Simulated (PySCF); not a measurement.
Harmonic spectrum computed at PBE0 in the def2-TZVP basis family (core potentials from Rb on, PySCF, no spin–orbit coupling):

```tsv
symmetry	ω (cm⁻¹)	IR (km/mol)
a'	220	15.6
a'	631	96.2
a'	961	146
```

Task: Which molecule gave it? In each, all ligands are bound to the one heavy central atom.
A. WOF (quartet)
B. SbOF (singlet)
C. HfOF (doublet)
D. MoOF (quartet)
E. IOF (singlet)

Result: C. It has Cs symmetry with Hf–F 1.908 Å, Hf–O 1.742 Å.
